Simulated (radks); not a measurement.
The vanadium anion V- inside a hard spherical wall (all orbitals vanish at R), configuration held at [Ar] 3d4 4s2 and not refilled when levels cross. Method: non-relativistic Kohn-Sham, PBE, spin-unpolarised, spherical densities, point nucleus; computed with a radial shooting solver on a logarithmic mesh with Libxc functionals. Eigenvalues in eV, with the zero of energy where the potential of the charges vanishes at infinity; a dash marks a level that is unbound or too diffuse for the functional's potential to be trusted. A positive occupied level is held by the wall or, in an anion where self-interaction has pushed it up, behind a barrier. The pressure on the wall is -dE/dV.

R (bohr)  E (hartree)  kinetic (hartree)    e(3s)    e(3p)   e(4s)   e(3d)  e(4p, empty)  e(5s, empty)  pressure (GPa)
20         -943.62183            942.780  -61.065  -35.907   0.494   1.988             -             -         0.00125
15         -943.62038            942.781  -60.752  -35.597   0.675   2.267         2.501         2.990         0.00526
12         -943.61730            942.792  -60.434  -35.280   0.886   2.562         2.968         4.285          0.0316
8          -943.58476            942.917  -58.938  -33.787   2.033   3.952         4.822         9.884           0.854
7          -943.55014            943.039  -57.918  -32.773   2.894   4.886         6.062        13.587            2.36
4          -942.78463            945.260  -47.699  -22.775  15.015  14.415        21.656        57.432             123
3.5        -942.20024            946.873  -43.213  -18.432  22.717  18.943        30.948        81.823             304
3          -941.03064            950.164  -36.532  -11.904  36.964  26.159        47.457        123.19             872
